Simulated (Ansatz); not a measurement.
Geometry optimisation, RKS PBE-D4/def2-SVP in Ansatz 0.2.0.

input.yaml

```yaml
crystal:
  periodic: [false, false, false]
  atoms:
    - { symbol: Ge, position_ang: [0.0, 0.0, 0.0] }
    - { symbol: Cl, position_ang: [0.0, 0.0, 2.57] }
    - { symbol: H, position_ang: [1.4616, 0.0, -0.5162] }
    - { symbol: F, position_ang: [-0.7913, 1.3709, -0.5594] }
    - { symbol: F, position_ang: [-0.7913, -1.3709, -0.5594] }
    - { symbol: F, position_ang: [-1.879, 0.0, 0.6243] }
    - { symbol: H, position_ang: [-1.4051, 0.0, 1.7575] }
basis:
  gaussian: { orbitals: def2-SVP }
hamiltonian:
  xc: pbe
  dispersion: d4
relax:
  f_tol: 0.15
  max_steps: 25
  restrain:
    - { distance: [0, 5], at: 2.88, k: 30.0 }
    - { distance: [6, 1], at: 2.57, k: 30.0 }
    - { distance: [0, 1], at: 2.22, k: 30.0 }
    - { distance: [6, 5], at: 0.92, k: 30.0 }
```

Run as:

```bash
$ ansatz run input.yaml --threads 2 --pin off --max-ram 3072MiB --backend cpu --events-out ev --progress --plain --runs-dir out
```

Problem. Where does it end, and by what steps?

Solution. It converged. The restraints hold the end off the free minimum. After 5 steps the energy has fallen by 1.980 eV (the restraints' own energy left out); H7 moved furthest, 0.76 Å. Parted: Ge1–F6 (1.98 → 2.88 Å). Joined: F6–H7 (1.23 → 0.93 Å).

```csv
step,energy less start (eV),largest force component (eV/Å),accepted
0,0.0000,4.661,yes
1,-0.9103,3.609,yes
2,-1.1578,4.138,yes
3,-1.5241,2.923,yes
4,-1.9235,0.712,yes
5,-1.9797,0.526,yes
```

```xyz
7
Properties=species:S:1:pos:R:3
Ge 0.267 0.000 0.005
Cl 0.368 0.000 2.208
H 1.704 0.000 -0.561
F -0.558 1.425 -0.540
F -0.558 -1.425 -0.540
F -2.463 0.000 0.932
H -2.166 0.000 1.813
```

Run time: 12 s on 2 threads of Arm Neoverse V1, with other jobs on the host, peak memory 0.15 GiB.
